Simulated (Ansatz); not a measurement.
Basis-set series for `[Cl][Bi]([c]1ccccc1)[c]1ccccc1`. Total charge 0; spin multiplicity 1. Bi: def2 effective core potential. Geometry: relaxed with PBE0-D4/def2-TZVP. It is one conformer, not always the lowest.

Cartesian coordinates in Å:
```
Cl 2.674 1.757 1.701
Bi 1.405 -0.344 1.900
C -0.607 0.578 1.617
C -1.392 0.799 2.744
C -2.652 1.367 2.621
C -3.132 1.716 1.367
C -2.353 1.496 0.240
C -1.094 0.927 0.363
C 1.609 -0.903 -0.252
C 2.337 -0.147 -1.161
C 2.420 -0.547 -2.488
C 1.778 -1.701 -2.911
C 1.052 -2.461 -2.006
C 0.970 -2.063 -0.679
H -1.027 0.536 3.733
H -3.258 1.539 3.503
H -4.116 2.160 1.268
H -2.728 1.769 -0.740
H -0.493 0.757 -0.524
H 2.836 0.760 -0.836
H 2.988 0.049 -3.194
H 1.844 -2.011 -3.948
H 0.548 -3.364 -2.332
H 0.391 -2.668 0.015
```

```tsv
functional	basis	functions	energy (Eh)	HOMO (eV)	LUMO (eV)
PBE0-D4	def2-TZVPP	604	-1137.66702	-7.08	-1.60
PBE0-D4	def2-QZVPP	1136	-1137.70608	-7.10	-1.65
ωB97M-V	def2-TZVPP	604	-1138.07209	-9.10	0.16
ωB97M-V	def2-QZVPP	1136	-1138.10869	-9.12	0.06
```

Give the rows for def2-SVP. (An estimate is asked.)

Ansatz gave: 
```
functional     basis  functions  energy (Eh)  HOMO (eV)  LUMO (eV)
   PBE0-D4  def2-SVP        262  -1137.00743      -7.01      -1.47
   ωB97M-V  def2-SVP        262  -1137.39352      -9.01       0.39
```

Positive LUMOs are unbound and depend on the basis.
